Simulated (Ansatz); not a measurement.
Seven cases of atomisation energy with Al to Br (electronic energies, kcal/mol); geometries: B3LYP-D3(BJ)/def2-TZVP. The cases were drawn at random from those of this class that have a high level and all functionals, leaving out states under which another spin lies or may lie. Left out are anions, K, Ca, elements past Kr, ionisation of Li, Na and Mg, pi-pi* triplets of linear molecules and other triplets made from a closed-shell parent. Runs that doubt their state, and full CI more than 15 mEh from coupled cluster, are set aside; a case stays where another high level and all functionals remain. AFQMC serves as high level only in triple zeta or larger, with a steady walk, a bar under 0.8 kcal/mol and agreement with other high levels or trials where they ran; where none ran, an unstable determinant or (outside 3d species) a high T1 diagnostic also bars it, so strongly correlated cases are thinned. No case was kept or dropped by the size of a functional's miss. High levels with a bar over 0.5 kcal/mol are left out too, and the seventh case lies inside the range of the six. Affinities count positive where energy is released, gaps as the second state minus the first. r2SCAN is by Ansatz (a quantum-chemistry and plane-wave program) in def2-TZVPD. High levels (Ansatz): P = CCSD(T)/CBS(cc-pV(T+d)Z,cc-pV(Q+d)Z) + [CCSDT(Q) - CCSD(T)]/cc-pV(D+d)Z + core + X2C; Q = CCSD(T)/CBS(cc-pVTZ,cc-pVQZ) + [CCSDT(Q) - CCSD(T)]/cc-pVDZ; R = CCSD(T)/CBS(def2-TZVPP,def2-QZVPP) + [CCSDT(Q) - CCSD(T)]/def2-TZVPP. Radicals and triplets start from unrestricted determinants; spin-orbit coupling is neglected. Cores are frozen in correlated methods (noble-gas shells, and filled d and f shells in the p block). Rows without X2C or -DK are non-relativistic. CBS(X,Y): correlation extrapolated as X^-3, Hartree-Fock from the larger set. A bracket is a step between two methods taken in the basis named. The functionals are non-relativistic, so their misses hold any scalar relativity. 'core' is core correlation in cc-pwCVTZ (1s frozen past Ne), 'X2C' scalar relativity in cc-pVTZ-DK, both at CCSD(T). Where a partner has so few electrons that a lower coupled-cluster level is exact, that level stands in. Spin-orbit terms, left out, reach several kcal/mol for Br and I, and more for heavier atoms.

```tsv
case	r2SCAN	level	high level
GeBrCl (SMILES [Cl][Ge][Br])	185.4	R	180.7
HSiOBr (SMILES O[Si]Br)	319.5	R	321.1
AlOBrH2 (SMILES [AlH]([Br])[OH])	386.8	R	388.9
CH6OSi (methoxysilane, SMILES O(C)[SiH3])	740.4	P	745.3
HGeOCl (SMILES [OH][Ge][Cl])	310.0	R	309.9
H5BSiO (SMILES O(B)[SiH3])	663.9	P	665.9
CH5AsB (SMILES [B]([AsH2])C, doublet)	603.5	Q	withheld
```

Task: Fit a straight line from r2SCAN to the high level over the first six rows by least squares, predict the seventh, and compare with the calculation.

Result: Means: r2SCAN 434.33, high level 435.30. Sxx = 239250, Sxy = 242108, slope 1.0119, intercept -4.20 kcal/mol; residual standard deviation 2.1 kcal/mol. Seventh row: 1.0119·(603.5) -4.20 = 606.5 kcal/mol. The calculation gave 590.6 kcal/mol: the line differs from it by +15.9, r2SCAN itself by +12.9.
